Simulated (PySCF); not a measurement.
## Sm⁵²⁺: ionisation energy

Sm⁵²⁺ [Ne] (1S) → Sm⁵³⁺ [He] 2s2 2p5 (2P), as a difference of total energies. Calculation: PySCF 2.14, in an uncontracted even-tempered set (19 s from 29 bohr⁻², ratio 2.2; 13 p from 37 bohr⁻², ratio 2.2; 6 d from 150 bohr⁻², ratio 2.4; 5 f from 230 bohr⁻², ratio 2.4; 4 g from 340 bohr⁻², ratio 2.4); the spin-free X2C one-electron Hamiltonian (Gaussian nucleus). Correlated levels: nothing frozen; virtual orbitals above 40 to 60 times the deepest correlated orbital energy dropped. The calculations carry no spin-orbit coupling.

```tsv
method	ionisation energy (eV)
UHF	10700.8
LDA	10695.9
PBE0	10698.4
r2SCAN	10702.0
r2SCANh	10702.1
MP2 (all electrons)	10702.6
SCS-MP2 (all electrons)	10702.4
```

Estimate what M06-L gives.

10701.8 eV, closest to r2SCAN among the rows shown.

Estimate what PBE gives.

10697.0 eV, closest to LDA among the rows shown.

A first-order spin-orbit estimate (lowest level to lowest level, LS coupling) adds -196.9 eV.

For this ion Breit and QED terms and the two-electron picture change, all absent here, outweigh the differences among the correlated methods.

For comparison: 10494 ± 4 eV (theoretical estimate listed by NIST; NIST Atomic Spectra Database, ionization energies).
